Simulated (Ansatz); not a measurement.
Z-matrix (Å, degrees):
```
Ge
F 1 1.725
Se 1 2.319 2 111.1
F 1 1.722 2 104.6 3 -113.1
H 1 1.529 2 107.0 3 130.6
H 3 1.470 1 90.6 2 75.4
```

Charge 0, multiplicity 1.

List the B3LYP/def2-TZVPP orbital energies in eV (Ansatz 0.2.0). (Estimate.)

Ansatz gave: Occupied: -12351.84, -10852.29, -1581.18, -1419.34, -1419.32, -1419.26, -1356.52, -1207.44, -1207.44, -1207.42, -671.41, -671.30, -213.48, -171.20, -157.55, -157.48, -157.27, -121.48, -121.46, -121.39, -58.35, -58.32, -58.15, -58.10, -58.06, -35.50, -35.24, -34.99, -34.96, -34.94, -31.91, -31.24, -20.11, -15.84, -12.98, -12.67, -12.32, -11.49, -11.27, -11.14, -10.99, -9.30, -7.62. Lowest empty: -1.27, -0.60, -0.16, 0.38, 1.88, 3.78, 4.07, 4.34.

B3LYP here is the variant with VWN-RPA as its local correlation; programs differ in this.
